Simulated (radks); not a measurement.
Results of a calculation; reference values are marked as such.
Cs I, configuration [Xe] 6p1 (not the ground configuration).

Level of theory: Dirac Kohn-Sham, BLYP, spin-unpolarised, spherical densities, finite nucleus; open shells fill j = l - 1/2 first; Fermi nuclear charge, rms radius 4.8041 fm (a radial shooting solver on a logarithmic mesh with Libxc functionals).

Energy parts (eV):
| part | energy |
|---|---|
| total | -211993.80 |
| kinetic | 225749.23 |
| electron-nucleus | -515409.20 |
| Hartree | 82927.23 |
| exchange-correlation | -5261.06 |

Orbitals (lengths in bohr, moments of r in powers of bohr; <r^-3> diverges for s and p1/2):
\begin{tabular}{lrrrrrrr}
orbital & occ. & eigenvalue (eV) & <r^4> & <r> & <r^-3> & <r^2> & small-component weight \\ \hline
1s1/2 & 2 & -35774.48 & 2.246e-06 & 0.02611 & - & 0.0009250 & 4.12e-02 \\
2s1/2 & 2 & -5610.430 & 0.0003768 & 0.1117 & - & 0.01477 & 8.86e-03 \\
2p1/2 & 2 & -5278.803 & 0.0002391 & 0.09402 & - & 0.01088 & 8.90e-03 \\
2p3/2 & 4 & -4926.380 & 0.0002912 & 0.09991 & 5926 & 0.01216 & 8.41e-03 \\
3s1/2 & 2 & -1166.883 & 0.01586 & 0.2988 & - & 0.1021 & 2.66e-03 \\
3p1/2 & 2 & -1028.279 & 0.01497 & 0.2887 & - & 0.09689 & 2.60e-03 \\
3p3/2 & 4 & -960.7606 & 0.01740 & 0.3005 & 1162 & 0.1048 & 2.47e-03 \\
3d3/2 & 4 & -716.9984 & 0.01381 & 0.2714 & 188.0 & 0.08711 & 2.35e-03 \\
3d5/2 & 6 & -702.6614 & 0.01447 & 0.2751 & 172.7 & 0.08937 & 2.31e-03 \\
4s1/2 & 2 & -220.8121 & 0.4351 & 0.6947 & - & 0.5451 & 7.89e-04 \\
4p1/2 & 2 & -171.0771 & 0.5281 & 0.7206 & - & 0.5914 & 7.26e-04 \\
4p3/2 & 4 & -157.2743 & 0.6139 & 0.7483 & 238.1 & 0.6374 & 6.83e-04 \\
4d3/2 & 4 & -76.4059 & 1.081 & 0.8311 & 30.63 & 0.8046 & 5.41e-04 \\
4d5/2 & 6 & -74.1177 & 1.137 & 0.8415 & 27.88 & 0.8249 & 5.30e-04 \\
5s1/2 & 2 & -27.6389 & 17.55 & 1.738 & - & 3.410 & 1.54e-04 \\
5p1/2 & 2 & -15.5363 & 34.66 & 2.018 & - & 4.653 & 1.15e-04 \\
5p3/2 & 4 & -13.8855 & 42.27 & 2.117 & 28.10 & 5.123 & 1.04e-04 \\
6s1/2 & 0 & -2.6262 & 1790 & 5.409 & - & 33.41 & 1.57e-05 \\
6p1/2 & 1 & -1.1581 & 6848 & 7.517 & - & 64.74 & 7.53e-06 \\
6p3/2 & 0 & -1.0737 & 8017 & 7.838 & 1.448 & 70.27 & 6.94e-06 \\
5d3/2 & 0 & -0.9891 & 2507 & 5.051 & 0.7328 & 32.68 & 2.06e-05 \\
5d5/2 & 0 & -0.9370 & 2826 & 5.213 & 0.6341 & 34.80 & 1.93e-05 \\
\end{tabular}

The highest occupied level is 6p1/2 at -1.158 eV. The configuration is held as typed, so some empty levels lie below it. The electron density at the nucleus is 2.963e+05 e/bohr^3. Summed over all electrons, <r^2> = 116.1 bohr^2, which gives a Langevin (diamagnetic) susceptibility term of -92 x 10^-6 cm^3/mol.
